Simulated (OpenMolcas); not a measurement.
Tc4+ with 6 ligands (chloride) in octahedral coordination (Oh). A charge of +0.333 e stands 2.6 Å behind each ligand. Ligand basis ANO-RCC-VDZP.

* Program: OpenMolcas
* Method: SS-CASPT2, IPEA 0.25 Eh, imaginary shift 0.1 Eh (closed shells correlated: 4s 4p and the ligand valence shells)
* Basis: ANO-RCC-VDZP [6s5p3d1f]
* Scalar Hamiltonian: DKH2, point nucleus
* Active space: 3 electrons in 5 orbitals (4d)
* State averaging: 2S+1 = 4 even, 10 roots; 2S+1 = 2 even, 40 roots
* Spin-orbit coupling: state interaction with AMFI integrals over the reference wave functions

All ligands move together. At R = 2.41 Å the first state of the same spin is 25750 cm-1, and at R = 2.46 Å it is 24470 cm-1.

A third run gives 30520 cm-1. What distance was it run at?

With a power law R^-n the two known points give n = -ln(24470 / 25750) / ln(2.46 / 2.41) = 2.48. Then R = 2.41 × (25750 / 30520)^(1/2.48) = 2.250 Å. The run was at 2.27 Å, so the estimate is off by -0.020 Å.

Roots that are degenerate in the reference are averaged as groups; the widest CASPT2 spread within a group is 200 cm-1 (the 2-fold group of multiplicity 2 near 38700 cm-1 above the lowest state of its run, R = 2.27). Shifts and gaps below about the spread of the groups concerned are not significant. Over all roots computed the reference weight is 0.63 to 0.64 in R = 2.27, 0.62 to 0.64 in R = 2.41, 0.62 to 0.64 in R = 2.46; a low but even weight reflects the number of correlated electrons. Ligand-to-metal charge-transfer states are missing. With no ligand orbital active B as a rule stays too high, so bands that hang on it stand too high and its fall with covalency is understated. With one d shell and no ligand orbital active, 10Dq can be off by a tenth or more. The least metal-like active orbital is 65 % on the metal (Löwdin) and no ligand orbital is active, so the numbers are rough (holds for R = 2.27). The least metal-like active orbital is 69 % on the metal (Löwdin) and no ligand orbital is active, so the numbers are rough (holds for R = 2.41; R = 2.46). These CASPT2 states fit no ligand-field parameters well, so their order and spin gaps are uncertain (holds for R = 2.46). No measured value stands beside these numbers; the geometry is a model, was not optimised and need not be the one that this ion takes.
